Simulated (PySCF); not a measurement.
These 3 structures share the formula C5H6FNO. Theory: PySCF, PBE0-D3(BJ)/def2-SVP geometry optimisation, gas phase. One conformer each; no zero-point energy, no entropy. No frequencies were run at this level. Point groups hold within 0.08 Å.

**Question.** Rank from lowest to highest electronic energy at this level (kcal/mol).
A. `[N:1]#[C:2][C@@H:3]1[O:4][C@H:5]1[CH2:6][CH2:7][F:8]` with O4–C5–C6–C7 151°, C5–C6–C7–F8 -62°
B. `[CH3:1][C@@H:2]([C:3]#[N:4])[C@@H:5]1[O:6][C@H:7]1[F:8]` with C1–C2–C5–O6 161°
C. `[N:1]#[C:2][C@@H:3]1[CH2:4][C@H:5]([F:6])[CH2:7][O:8]1` with C2–C3–C4–C5 -85°, C3–C4–C5–F6 85°, C4–C5–C7–O8 18°, C5–C7–O8–C3 5°

**Answer.** C (0.0), B (13.8), A (21.1).

As drawn, the highest has a three-membered ring, which the lowest lacks.

```csv
SMILES,E (Eh),E rel (kcal/mol),dipole (D),point group,"A, B, C (MHz)"
N#C[C@@H]1C[C@H](F)CO1,-423.15086,0.0,5.15,C1,"3057, 1972, 1616"
C[C@@H](C#N)[C@@H]1O[C@H]1F,-423.12888,13.8,4.44,C1,"4180, 1208, 997.3"
N#C[C@@H]1O[C@H]1CCF,-423.11723,21.1,4.92,C1,"3552, 1287, 1026"
```
